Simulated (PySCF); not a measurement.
A series of related molecules.

All values: CAM-B3LYP/def2-SVPD (PySCF) at PBE0-D3(BJ)/def2-SVP geometries, gas phase, one conformer each. Core orbitals are frozen in the response; Δα² is half the sum of the squared differences of the principal polarisabilities. The calculation is non-relativistic, for germanium too.

(1) Rank by polarisability anisotropy Δα, highest first.
A. `[SiH3:1][CH2:2][C:3]1=[CH:4][CH:5]=[CH:6][CH:7]=[CH:8][BH:9]1` with Si1–C2–C3–C4 -93°
B. `[SiH3:1][S:2][C:3]1=[CH:4][CH:5]=[CH:6][CH:7]=[CH:8][BH:9]1` with Si1–S2–C3–C4 180°
C. `[F:1][CH:2]([F:3])[C:4]1=[CH:5][CH:6]=[CH:7][CH:8]=[CH:9][BH:10]1` with F1–C2–C4–C5 113°
D. `[GeH3:1][O:2][C:3]1=[CH:4][CH:5]=[CH:6][CH:7]=[CH:8][BH:9]1` with Ge1–O2–C3–C4 -179°

(2) Rank by dipole moment, highest first.
A. `[SiH3:1][S:2][C:3]1=[CH:4][CH:5]=[CH:6][CH:7]=[CH:8][BH:9]1` with Si1–S2–C3–C4 180°
B. `[SiH3:1][CH2:2][C:3]1=[CH:4][CH:5]=[CH:6][CH:7]=[CH:8][BH:9]1` with Si1–C2–C3–C4 -93°
C. `[F:1][CH:2]([F:3])[C:4]1=[CH:5][CH:6]=[CH:7][CH:8]=[CH:9][BH:10]1` with F1–C2–C4–C5 113°
D. `[GeH3:1][O:2][C:3]1=[CH:4][CH:5]=[CH:6][CH:7]=[CH:8][BH:9]1` with Ge1–O2–C3–C4 -179°

(3) Rank by HOMO–LUMO gap, lowest first.
A. `FC(F)C1=CC=CC=CB1`
B. `[SiH3]SC1=CC=CC=CB1`
C. `[SiH3]CC1=CC=CC=CB1`

Answers

(1) B (16.10 Å³), D (12.52 Å³), A (11.15 Å³), C (9.07 Å³).

(2) C (3.60 D), A (2.17 D), B (1.87 D), D (0.22 D).

(3) B (6.33 eV), C (6.92 eV), A (7.19 eV).

All values together:

```json
{"SMILES": "[GeH3][O]C1=CC=CC=CB1", "formula": "C6H9BGeO", "μ (D)": "0.22", "HOMO (eV)": "-7.52", "LUMO (eV)": "-0.67", "α (Å³)": "18.93", "Δα (Å³)": "12.52", "electrons": "90", "α per electron (Å³)": "0.210", "ΔSCF removal energy (eV)": "8.08"}
{"SMILES": "[SiH3]SC1=CC=CC=CB1", "formula": "C6H9BSSi", "μ (D)": "2.17", "HOMO (eV)": "-7.54", "LUMO (eV)": "-1.21", "α (Å³)": "21.58", "Δα (Å³)": "16.10", "electrons": "80", "α per electron (Å³)": "0.270", "ΔSCF removal energy (eV)": "8.07"}
{"SMILES": "[SiH3]CC1=CC=CC=CB1", "formula": "C7H11BSi", "μ (D)": "1.87", "HOMO (eV)": "-7.87", "LUMO (eV)": "-0.95", "α (Å³)": "19.58", "Δα (Å³)": "11.15", "electrons": "72", "α per electron (Å³)": "0.272", "ΔSCF removal energy (eV)": "8.41"}
{"SMILES": "FC(F)C1=CC=CC=CB1", "formula": "C7H7BF2", "μ (D)": "3.60", "HOMO (eV)": "-8.61", "LUMO (eV)": "-1.41", "α (Å³)": "14.98", "Δα (Å³)": "9.07", "electrons": "72", "α per electron (Å³)": "0.208", "ΔSCF removal energy (eV)": "9.24"}
```

Conformers: `[GeH3:1][O:2][C:3]1=[CH:4][CH:5]=[CH:6][CH:7]=[CH:8][BH:9]1` with Ge1–O2–C3–C4 -179°; `[SiH3:1][S:2][C:3]1=[CH:4][CH:5]=[CH:6][CH:7]=[CH:8][BH:9]1` with Si1–S2–C3–C4 180°; `[SiH3:1][CH2:2][C:3]1=[CH:4][CH:5]=[CH:6][CH:7]=[CH:8][BH:9]1` with Si1–C2–C3–C4 -93°; `[F:1][CH:2]([F:3])[C:4]1=[CH:5][CH:6]=[CH:7][CH:8]=[CH:9][BH:10]1` with F1–C2–C4–C5 113°.
